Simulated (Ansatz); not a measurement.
A nudged elastic band was laid between two geometries of BrGaH₄O₃ (9 atoms, charge 0, multiplicity 1).

Level of theory: RKS BHLYP-D4/def2-SVP (Ansatz 0.2.0).

| Quantity | Value |
| --- | --- |
| movable images | 7 |
| climbing image | yes |
| spring | 5.0 eV/Å² |
| optimiser | quadratic models (default) |
| start path | through a guess of the saddle point |
| force threshold | 0.05 eV/Å |
| iteration limit | 60 |
| end points | relaxed |

Image 0:

```xyz
9
Properties=species:S:1:pos:R:3
Ga -0.165 -0.167 -0.476
Br 1.076 -2.011 -1.129
O -0.301 1.204 -1.589
O -1.472 -0.386 0.727
H 1.675 -0.272 1.365
O 0.983 0.361 1.162
H 0.267 1.192 -2.354
H -2.365 -0.204 0.451
H 0.302 0.284 1.842
```

Image 8:

```xyz
9
Properties=species:S:1:pos:R:3
Ga -0.493 0.383 -0.015
Br 1.767 -2.023 -0.603
O -0.443 0.997 -1.660
O -1.972 -0.221 0.720
H 1.780 -0.943 0.356
O 0.930 0.501 1.065
H 0.419 1.218 -2.003
H -2.727 -0.309 0.144
H 0.739 0.397 1.996
```

(1) What changes between the two ends?

(2) Give the energies along the band, and the barrier.

(3) What is the geometry of the highest image?

(4) What are the harmonic wavenumbers there?

The band took 10 iterations and roughly 20 core-minutes.

## Answers

(1) Bonds broken: Ga1–Br2, H5–O6. Bonds formed: Br2–H5. BrGaH4O3 becomes BrH + GaH3O3.

(2) The run converged. The highest image is number 7 of 0 to 8, 33.5 kcal/mol above the first end and 0.4 kcal/mol above the last; the last end lies 33.1 kcal/mol above the first. A vibrational analysis at the climbing image gives one clearly imaginary mode, 199i cm⁻¹: a first-order saddle point. The orbitals stay closed-shell, which can raise the energy where a bond breaks towards radicals; this wasn't checked here.

```tsv
image	path coordinate (Å)	energy (kcal/mol)	Ga1–Br2 (Å)	H5–O6 (Å)	Br2–H5 (Å)
0	0.00	0.0	2.32	0.96	3.10
1	0.29	0.3	2.32	0.96	2.94
2	0.58	1.0	2.33	0.96	2.76
3	0.87	2.5	2.35	0.97	2.52
4	1.16	5.9	2.41	0.98	2.23
5	1.45	14.8	2.58	1.03	1.96
6	1.74	29.0	2.76	1.23	1.71
7	2.03	33.5	2.91	1.55	1.51
8	2.56	33.1	3.35	1.82	1.44
```

(3) 
```xyz
9
Properties=species:S:1:pos:R:3
Ga -0.396 0.264 -0.098
Br 1.440 -1.944 -0.548
O -0.410 1.074 -1.659
O -1.854 -0.329 0.689
H 1.605 -0.857 0.482
O 1.012 0.458 1.050
H 0.438 1.287 -2.040
H -2.629 -0.423 0.141
H 0.794 0.471 1.982
```

(4) 199i, 65, 97, 177, 177, 221, 279, 312, 363, 608, 670, 739, 752, 779, 812, 834, 920, 1744, 3991, 4035, 4037 cm⁻¹.

The run took 5.3 min on 4 threads of Arm Neoverse N1 (shared host), peak memory 0.37 GiB.
